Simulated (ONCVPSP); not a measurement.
# What one change does to a pseudopotential (lead, ONCV)

```
Element                 : Pb (Z = 82)
Generator               : ONCVPSP 4.0.1
Type                    : optimised norm-conserving Vanderbilt (ONCV)
Functional              : PBE
Relativity              : scalar-relativistic
Frozen core             : [Xe] 4f14 5d10
Valence charge          : 4
Reference configuration : 6s1.5 6p2.5
Partial waves           : 6s: rc 2.00 bohr, ncon 4, nbas 7, qcut 3.1 1/bohr, 2 projectors, debl 2.5 Ha; 6p: rc 2.20 bohr, ncon 4, nbas 8, qcut 3 1/bohr, 2 projectors, debl 0.4 Ha
Local potential         : polynomial inside 1.35 bohr (lpopt 5, dvloc0 -1 Ha)
Core correction         : Teter function, fcfact 3.75, rcfact 1.3
```

Change: core correction Teter function, fcfact 7.9, rcfact 1.3.

Cutoffs: the cutoffs (Ha) at which the residual kinetic energy of the hardest occupied pseudo-wave falls to 1 and 0.1 mHa per electron; they do not see the model core or the augmentation charge, which bear on the density cutoff. Errors are all-electron minus pseudo energies relative to the spin-unpolarised reference configuration.

Q: Predict the effect on cutoff, ghosts and configuration errors.

A: The potential gets neither clearly harder nor softer (13 Ha and 27 Ha → 13 Ha and 27 Ha); both files keep a bound ghost (p, s); of the 4 tests that both files solve, the error grows in 4 and shrinks in 0 by more than 15 % and 0.3 meV (median size 2.9 → 17.5 meV). A model core, the more so a compact one, raises the density cutoff, which this test does not measure.

| quantity | base | changed |
| --- | --- | --- |
| cutoff, loose | 13 Ha | 13 Ha |
| cutoff, tight | 27 Ha | 27 Ha |
| bound ghosts | s, p | s, p |
| GHOST(+) flags under 300 eV | none | none |
| error for 6s2 6p2, meV [ΔE -4.32 eV] | -3.0 | -6.9 |
| error for 6s2 6p1, meV [ΔE 2.26 eV] | +2.9 | -27 |
| error for 6s2 6p0, meV [ΔE 15.70 eV] | -31 | -171 |
| error for 6s2 6p1.5, meV [ΔE -1.83 eV] | +2.2 | -8.0 |
| s: phases at 2.03 bohr within 0.05 rad from the reference energy up to (Ha; the scan ends near 5) | 4.0 | 4.0 |
| p: phases at 2.24 bohr within 0.05 rad from the reference energy up to (Ha; the scan ends near 5) | 3.1 | 3.1 |
| rms error of d²Exc/dni dnj with the model core, mHa | 3.29 | 0.88 |

 A true bound ghost makes a file unfit for plane-wave use even where its test errors are small: the radial tests pick states by their node count and pass the ghost by.
